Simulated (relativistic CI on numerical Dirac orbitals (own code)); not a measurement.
**Line list: Electric-dipole lines, I³⁴⁺**

Calculated at this level of theory: Dirac-Coulomb-Breit CI, orbitals from a KLI potential per configuration, model QED, unscaled Slater integrals (own radial code, finite nucleus).

Configurations in the expansion (outside the closed core [Ne]): 3s2.3p6.3d, 3s2.3p5.3d2, 3s.3p6.3d2, 3s2.3p6.4s, 3s2.3p6.4p, 3s2.3p6.4d, 3s2.3p5.3d.4s, 3s2.3p6.4f, 3s2.3p5.3d.4p, 3s2.3p5.3d.4d, 3s.3p6.3d.4s, 3p6.3d2.4p, 3s2.3p5.3d.4f, 3s.3p6.3d.4p, 3s2.3p6.5s, 3s.3p6.3d.4d, 3s2.3p6.5p, 3s.3p6.3d.4f, 3s2.3p6.5d, 3s2.3p6.5f, 3s2.3p6.5g, 3p6.3d3, 3p5.3d4, 3p5.3d3.4s, 3p6.3d2.4s, 3p5.3d2.4s2, 3p6.3d2.4d, 3p5.3d3.4d, 3p5.3d2.4s.4d. Double excitations out of closed p, d and f shells are left out; levels of such configurations are missing from the list, as are those of other unlisted configurations, and high levels can miss mixing partners. These lack a partner that the ground configuration has and come out too high: 3s2.3p5.3d.4p, 3s2.3p5.3d.4f.

| λ vac (Å) | Lower | Upper | A (s⁻¹) | log gf | S velocity/length |
| --- | --- | --- | --- | --- | --- |
| 10.277 | 3s2.3p6.3d 2D_3/2 [1] | 3s2.3p5.3d.4d 2F°_5/2 [372] | 9.55e+12 | -0.04 | 0.95 |
| 10.281 | 3s2.3p6.3d 2D_3/2 [1] | 3s2.3p5.3d.4d 2P°_1/2 [371] | 2.70e+13 | -0.07 | 0.95 |
| 10.301 | 3s2.3p6.3d 2D_5/2 [2] | 3s2.3p5.3d.4d 2P°_3/2 [398] | 2.19e+13 | 0.15 | 0.96 |
| 10.305 | 3s2.3p6.3d 2D_3/2 [1] | 3s2.3p5.3d.4d 2D°_3/2 [366] | 2.38e+13 | 0.18 | 0.93 |
| 10.309 | 3s2.3p6.3d 2D_3/2 [1] | 3s2.3p5.3d.4d 2F°_5/2 [364] | 1.85e+13 | 0.25 | 0.96 |
| 10.309 | 3s2.3p6.3d 2D_5/2 [2] | 3s2.3p5.3d.4d 2F°_7/2 [397] | 1.46e+13 | 0.27 | 0.96 |
| 10.352 | 3s2.3p6.3d 2D_5/2 [2] | 3s2.3p5.3d.4d 2D°_5/2 [389] | 1.49e+13 | 0.16 | 0.92 |
| 11.236 | 3s2.3p6.3d 2D_3/2 [1] | 3s2.3p6.4f 2F°_5/2 [290] | 3.05e+13 | 0.54 | 0.99 |
| 11.375 | 3s2.3p6.3d 2D_5/2 [2] | 3s2.3p6.4f 2F°_7/2 [291] | 3.23e+13 | 0.70 | 0.99 |
| 11.821 | 3s2.3p6.3d 2D_5/2 [2] | 3s2.3p5.3d.4s 2F°_7/2 [261] | 4.03e+12 | -0.17 | 0.96 |
| 44.578 | 3s2.3p6.3d 2D_3/2 [1] | 3s2.3p5.3d2 2D°_3/2 [43] | 1.60e+12 | 0.28 | 0.69 |
| 45.289 | 3s2.3p6.3d 2D_5/2 [2] | 3s2.3p5.3d2 2P°_3/2 [46] | 1.22e+12 | 0.18 | 0.77 |
| 45.839 | 3s2.3p6.3d 2D_5/2 [2] | 3s2.3p5.3d2 2D°_5/2 [45] | 1.42e+12 | 0.43 | 0.68 |
| 45.935 | 3s2.3p6.3d 2D_3/2 [1] | 3s2.3p5.3d2 2P°_1/2 [39] | 9.72e+11 | -0.21 | 0.78 |
| 46.614 | 3s2.3p6.3d 2D_5/2 [2] | 3s2.3p5.3d2 2F°_7/2 [44] | 7.16e+11 | 0.27 | 0.68 |
| 50.969 | 3s2.3p6.3d 2D_3/2 [1] | 3s2.3p5.3d2 2F°_5/2 [32] | 4.76e+11 | 0.05 | 0.66 |
| 59.323 | 3s2.3p6.3d 2D_3/2 [1] | 3s2.3p5.3d2 2F°_5/2 [26] | 2.25e+11 | -0.15 | 0.62 |
| 60.116 | 3s2.3p5.3d2 4G°_11/2 [13] | 3s.3p6.3d2 4F_9/2 [53] | 2.88e+11 | 0.19 | 0.96 |
| 60.775 | 3s2.3p5.3d2 4G°_9/2 [8] | 3s.3p6.3d2 4F_7/2 [50] | 2.80e+11 | 0.09 | 0.94 |
| 60.967 | 3s2.3p5.3d2 4G°_7/2 [6] | 3s.3p6.3d2 4F_5/2 [49] | 2.78e+11 | -0.03 | 0.91 |

Terms are leading LS components. Brackets give the number of a level in order of energy, since labels repeat. The list gives strong lines, with weight on those to low levels, among the lowest 400 of 2758 levels, so that lines to higher ones, which can be the strongest, are missing. Levels whose partners in the same complex of configurations lie outside the list can be far off, and so can their lines. Rates are taken at the computed energies, electric ones in the length gauge. A velocity-to-length ratio far from 1 marks an uncertain rate.

At this charge energies of transitions that change n are usually good to better than 1 %, and those within a shell (Δn = 0) to a few per cent.

LS names give the leading component of a level, which can be under half, so a name can repeat, a term be missing and a line seem to break the LS rules.
